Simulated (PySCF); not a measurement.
The vertical singlet excitations below were computed for one of the candidates. Computed with TDDFT wB97X-D/def2-SVPD, vertical, gas phase, core orbitals frozen in the response in PySCF 2.14.0, density-fitted response routines. Geometries: GFN2-xTB, one conformer each.

| state | E (eV) | f | main configurations (H = HOMO, L = LUMO) |
| --- | --- | --- | --- |
| S1 | 5.09 | 0.0049 | H-2→L (88%), H-2→L+3 (10%) |
| S2 | 5.13 | 0.067 | H→L (56%), H-1→L (26%), H-1→L+1 (8%) |
| S3 | 5.52 | 0.106 | H-1→L (50%), H→L (33%), H→L+1 (12%) |
| S4 | 6.88 | 0.704 | H→L+1 (56%), H-1→L (18%), H-1→L+1 (14%) |
| S5 | 6.92 | 0.0029 | H-2→L+1 (56%), H-4→L (33%) |
| S6 | 6.95 | 0.198 | H-1→L+1 (60%), H→L+1 (18%), H→L+3 (10%) |
| S7 | 7.08 | 0.0030 | H-4→L (47%), H-2→L+1 (39%) |
| S8 | 7.23 | 0.0002 | H→L+2 (89%) |

Question: Which structure fits? All have the formula C6H5N3.
A. `c1ccc2[nH]nnc2c1`
B. `C#Cc1c(C)ncnn1`
C. `C#Cc1ncc(C)nn1`

Answer: A. Its S1, at 5.09 eV, is the highest among the candidates; the nearest of the others has S1 at 3.17 eV. S1 is HOMO-2→LUMO (88%), HOMO-2→LUMO+3 (10%). Löwdin shares by element: HOMO carbon 54% or more, nitrogen 14% or more (atoms not listed hold the other 33%); LUMO carbon 43% or more, nitrogen 20% or more (atoms not listed hold the other 37%). At the same level the other candidates give, for their lowest levels:
- `C#Cc1ncc(C)nn1`: 3.17 eV (f 0.004); 3.61 eV (f 0.000); 5.13 eV (f 0.083); 5.30 eV (f 0.000); 5.47 eV (f 0.392); T1 2.51 eV; HOMO -8.83, LUMO -0.34 eV
- `C#Cc1nncnc1C`: 3.15 eV (f 0.003); 3.75 eV (f 0.001); 5.15 eV (f 0.199); 5.39 eV (f 0.000); 5.65 eV (f 0.143); T1 2.52 eV; HOMO -8.85, LUMO -0.49 eV
Triplets come from the Tamm–Dancoff approximation.
